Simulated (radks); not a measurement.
Values are calculated unless marked as measured or tabulated.
Valence configurations of the xenon ion Xe+ (all share [Kr]). Level of theory: scalar-relativistic Kohn-Sham, PBEsol, spin-polarised, spherical densities, point nucleus; open shells are filled with parallel spins first (spin-orbit coupling, left out, can overturn this in heavy ions) (a radial shooting solver on a logarithmic mesh with Libxc functionals). Energies are relative to 4d10 5s2 5p5; eigenvalues in eV for spin up.

4d10 5s2 5p5: E (eV) 0.000; moment (Bohr magnetons) 1; e(4d) -69.399; e(5p) -17.351; e(5s) -29.444
4d10 5s1.5 5p5.5: E (eV) 6.062; moment (Bohr magnetons) 1; e(4d) -70.087; e(5p) -17.642; e(5s) -29.851
4d10 5s1 5p6: E (eV) 12.142; moment (Bohr magnetons) 1; e(4d) -70.770; e(5p) -17.932; e(5s) -30.256
4d9 5s2 5p6: E (eV) 55.010; moment (Bohr magnetons) 1; e(4d) -76.862; e(5p) -18.505; e(5s) -31.376
4d9.5 5s2 5p5.5: E (eV) 26.901; moment (Bohr magnetons) 1; e(4d) -73.132; e(5p) -17.933; e(5s) -30.420
4d9.5 5s1.5 5p6: E (eV) 33.129; moment (Bohr magnetons) 1; e(4d) -73.803; e(5p) -18.217; e(5s) -30.816

NIST lists [Kr] 4d10 5s2 5p5 as the ground configuration; this level of theory agrees among the configurations tried. The energies are those of spherical high-spin densities, not of single terms.
